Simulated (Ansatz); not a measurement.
C2H7NSi, SMILES `C=C(N)[SiH3]`. The species carries charge 0 and has multiplicity 1.

Cartesian coordinates in Å:
```
C 0.6947 -0.5074 1.2978
C 0.3301 0.0843 0.1529
N 1.1141 1.0076 -0.5216
Si -1.2617 -0.4428 -0.6824
H 0.0781 -1.2725 1.7492
H 1.6232 -0.2570 1.8057
H 0.6249 1.6982 -1.0667
H 1.8790 1.4037 0.0043
H -0.9848 -1.1657 -1.9524
H -2.0666 0.7646 -1.0263
H -2.0311 -1.3130 0.2394
```

(1) List the harmonic frequencies (cm⁻¹, unscaled) at PBE0-D4/def2-TZVP in Ansatz. (Best estimate.)

(2) Is this a minimum?

(3) Give the ideal-gas thermochemistry at 298.15 K and 1 bar (rigid rotor, harmonic oscillator; point group C1, symmetry number 1).

(4) Rotational constants (cm⁻¹)?

Answers

(1) The calculation gave: 110, 241, 310, 366, 407, 565, 645, 658, 696, 743, 849, 922, 930, 954, 1007, 1122, 1332, 1440, 1654, 1674, 2203, 2223, 2249, 3139, 3250, 3568, 3677.

(2) Yes, all 27 modes are real.

(3) Zero-point energy 220.9 kJ/mol; H(298) − E = 239.3 kJ/mol; entropy 314.6 J/(mol·K), of which translation 162.4, rotation 106.1, vibration 46.1; G(298) − E = 145.5 kJ/mol.

(4) 0.3057, 0.1479, 0.1035.
